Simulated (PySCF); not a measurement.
A structure optimised at PBE0-D3(BJ)/def2-SVP, used in a PySCF frequency run:

```xyz
4

Cl     1.6776     0.9686    -0.1503
Si     0.0000     0.0000     0.5476
Cl     0.0000    -1.9371    -0.1503
Cl    -1.6776     0.9686    -0.1503
```
Charge 0, spin multiplicity 2.

Problem. Write its SMILES, formula and point group.

Solution. Cl[Si](Cl)Cl, Cl₃Si, C3v

Problem. What are its rotational constants (standard atomic weights)?

Solution. 2.4025, 2.4025, 1.2664 GHz
